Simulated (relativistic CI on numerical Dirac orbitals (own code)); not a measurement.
**Ta⁴⁷⁺: computed level list**

Method of calculation: Dirac-Coulomb-Breit CI, separate exchange-only KLI orbitals for each configuration, model QED (radiative potential, 1s self-energy scaled to tabulated hydrogen-like ionisation energies), unscaled Slater integrals (own radial code, finite nucleus).

CI space (outside the closed core [Ne]): 3s²3p⁶3d⁸, 3s²3p⁵3d⁹, 3s²3p⁴3d¹⁰, 3s3p⁶3d⁹, 3p⁶3d¹⁰, 3s3p⁵3d¹⁰, 3s²3p⁶3d⁷4s, 3s²3p⁶3d⁷4p, 3s²3p⁴3d⁹4s, 3s²3p⁶3d⁷4d, 3s²3p⁴3d⁹4p, 3s²3p⁵3d⁸4s, 3s²3p⁶3d⁷4f, 3s²3p⁴3d⁹4d, 3s3p⁵3d⁹4s, 3s²3p⁵3d⁸4p, 3s3p⁵3d⁹4p, 3s²3p⁶3d⁶4s², 3s²3p⁵3d⁸4d, 3s3p⁵3d⁹4d, 3s3p⁶3d⁸4s, 3p⁶3d⁹4s, 3s²3p⁶3d⁶4s4p, 3s²3p⁵3d⁸4f, 3s²3p⁶3d⁷5s, 3p⁶3d⁹4p, 3s3p⁶3d⁸4p, 3s²3p⁶3d⁶4p², 3s²3p⁶3d⁶4s4d, 3s²3p⁶3d⁷5p, 3s²3p⁵3d⁷4s², 3s²3p⁶3d⁷5d, 3p⁶3d⁹4d, 3s²3p⁶3d⁶4p4d, 3s3p⁶3d⁸4d, 3s²3p⁶3d⁷5f. Levels of other configurations are missing.

The lowest level is 3s²3p⁶3d⁸ ³F4, with 87 % of that term; Hund's rules for 3s²3p⁶3d⁸ give ³F with J = 4, in agreement.

```
No.  Configuration  Term  J   E (Ry)    %  Next component (%)  Landé g
  1      3s²3p⁶3d⁸    ³F  4    0.000   87               13 ¹G    1.208
  2      3s²3p⁶3d⁸    ¹D  2    0.657   49               41 ³P    1.165
  3      3s²3p⁶3d⁸    ³P  0    2.076   52               48 ¹S         
  4      3s²3p⁶3d⁸    ³F  3    4.476  100                        1.073
  5      3s²3p⁶3d⁸    ³P  2    5.162   51               31 ³F    1.142
  6      3s²3p⁶3d⁸    ³P  1    5.546  100                        1.491
  7      3s²3p⁶3d⁸    ¹G  4    5.566   87               13 ³F    1.021
  8      3s²3p⁶3d⁸    ³F  2    9.465   59               34 ¹D    0.826
  9      3s²3p⁶3d⁸    ¹S  0   11.255   52               48 ³P         
 10      3s²3p⁵3d⁹   ³F°  4   30.676  100                        1.239
 11      3s²3p⁵3d⁹   ¹D°  2   31.367   54              36 ³P°    1.160
 12      3s²3p⁵3d⁹   ³D°  3   32.506   78              14 ¹F°    1.257
 13      3s²3p⁵3d⁹   ¹P°  1   33.314   51              41 ³P°    1.162
 14      3s²3p⁵3d⁹   ³D°  2   36.275   55              18 ³F°    1.085
 15      3s²3p⁵3d⁹   ³P°  0   36.795  100                             
 16      3s²3p⁵3d⁹   ³D°  1   36.944   46              43 ³P°    0.973
 17      3s²3p⁵3d⁹   ³F°  3   36.975   56              44 ¹F°    1.036
 18      3s²3p⁵3d⁹   ³P°  2   53.395   49              37 ³D°    1.286
 19      3s²3p⁵3d⁹   ¹F°  3   53.981   43              36 ³F°    1.091
 20      3s²3p⁵3d⁹   ³F°  2   56.819   74              20 ¹D°    0.758
 21      3s²3p⁵3d⁹   ³D°  1   59.100   47              37 ¹P°    0.833
 22     3s²3p⁴3d¹⁰    ³P  2   63.459   65               32 ¹D    1.317
 23     3s²3p⁴3d¹⁰    ¹S  0   65.140   63               36 ³P         
 24       3s3p⁶3d⁹    ³D  3   69.941  100                        1.322
 25       3s3p⁶3d⁹    ³D  2   70.766   55               42 ¹D    1.096
 26       3s3p⁶3d⁹    ³D  1   74.626  100                        0.489
 27       3s3p⁶3d⁹    ¹D  2   75.181   52               45 ³D    1.076
 28     3s²3p⁴3d¹⁰    ³P  1   84.830  100                        1.490
 29     3s²3p⁴3d¹⁰    ¹D  2   85.957   67               29 ³P    1.133
 30      3s3p⁵3d¹⁰   ³P°  2  100.833  100                        1.488
 31      3s3p⁵3d¹⁰   ¹P°  1  103.372   57              42 ³P°    1.201
 32     3s²3p⁴3d¹⁰    ³P  0  107.212   64               36 ¹S         
 33    3s²3p⁶3d⁷4s    ⁵F  5  117.655   60               34 ³G    1.301
 34    3s²3p⁶3d⁷4s    ³F  4  117.917   46               19 ¹G    1.141
 35    3s²3p⁶3d⁷4s    ³P  2  118.640   52               17 ⁵P    1.414
 36    3s²3p⁶3d⁷4s    ¹P  1  118.739   31               31 ³P    1.000
 37    3s²3p⁶3d⁷4s    ³D  3  119.111   51               24 ⁵P    1.354
 38    3s²3p⁶3d⁷4s    ¹D  2  119.266   30               21 ³D    1.082
 39    3s²3p⁶3d⁷4s    ⁵F  4  122.173   74               13 ³F    1.282
 40    3s²3p⁶3d⁷4s    ³F  3  122.335   46               37 ⁵F    1.091
 41      3s3p⁵3d¹⁰   ³P°  0  122.347  100                             
 42    3s²3p⁶3d⁷4s    ⁵F  5  122.699   34               30 ³G    1.196
 43    3s²3p⁶3d⁷4s    ³H  4  122.849   36               34 ³F    1.021
 44    3s²3p⁶3d⁷4s    ⁵F  1  122.943   29               25 ³D    1.005
 45    3s²3p⁶3d⁷4s    ⁵P  2  122.959   31               18 ³D    1.263
```

Energies count from the lowest computed level; ° marks odd parity.

The mean weight of the leading LS term, summed over parents, in these 45 levels is 63 %, and that of the leading jj configuration (from the same eigenvectors) 99 %, so jj coupling describes them better and the LS labels are nominal.

At this charge energies of transitions that change n are usually good to better than 1 %, and those within a shell (Δn = 0) to a few per cent.

LS names give the leading component of a level, which can be under half, so a name can repeat, a term be missing and a line seem to break the LS rules.
